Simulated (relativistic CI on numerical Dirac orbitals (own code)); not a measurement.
# Zn3+ (3d9) in a crystal field

Calculated by Dirac-Coulomb-Breit CI, orbitals from a KLI potential per configuration, QED by a radiative potential, valence Slater integrals scaled by 0.7, one configuration in a parametric crystal field (own radial code).

Field parameters in Wybourne normalisation: D3d B²₀ = −7Dσ, B⁴₀ = −14Dq − 21Dτ, B⁴₃ = −14√(10/7) Dq; D4h B²₀ = −7Ds, B⁴₀ = 21(Dq − Dt), B⁴₄ = 21√(5/14) Dq; Oh B⁴₀ = 21Dq, B⁴₄ = √(5/14) B⁴₀; Td as Oh with Dq negative (B⁴₀ = 21Dq, B⁴₄ = √(5/14) B⁴₀). The field is a parameter set, without covalency.

S is read from ⟨S²⟩ = S(S + 1).

Powder χT (cm³ K mol⁻¹) by Van Vleck's formula, with temperature-independent terms:

```csv
Field,2 K,5 K,10 K,20 K,50 K,100 K,200 K,300 K
"D3d, 10Dq = 17200, Dσ = 40, Dτ = -400 cm⁻¹",0.219,0.226,0.238,0.262,0.333,0.42,0.484,0.503
"D3d, 10Dq = 19150, Dσ = -290, Dτ = -280 cm⁻¹",0.185,0.212,0.258,0.337,0.435,0.465,0.478,0.484
"D3d, 10Dq = 26000, Dσ = -670, Dτ = -480 cm⁻¹",0.179,0.219,0.282,0.366,0.43,0.445,0.453,0.457
"D3d, 10Dq = 28350, Dσ = -910, Dτ = -40 cm⁻¹",0.182,0.193,0.211,0.247,0.339,0.408,0.439,0.448
"D4h, 10Dq = 20350, Ds = 2020, Dt = 360 cm⁻¹",0.451,0.451,0.451,0.452,0.453,0.455,0.46,0.465
"Oh, 10Dq = 8000 cm⁻¹",0.578,0.579,0.579,0.58,0.584,0.59,0.603,0.616
"Oh, 10Dq = 22500 cm⁻¹",0.449,0.449,0.449,0.45,0.451,0.453,0.458,0.463
"Td, 10Dq = -3600 cm⁻¹",0.378,0.383,0.39,0.404,0.447,0.518,0.661,0.797
```

**Question.** For D3d, 10Dq = 26000, Dσ = -670, Dτ = -480 cm⁻¹: what effective moment follows at 300 K?

**Answer.** μ_eff = √(8χT) = 1.91 μB. The ground level has S = 0.50; the spin-only moment for S = 1/2 is 1.73 μB. The difference comes from the orbital moment, spin-orbit mixing of terms and temperature-independent paramagnetism, all larger in this ionic model than in covalent complexes.
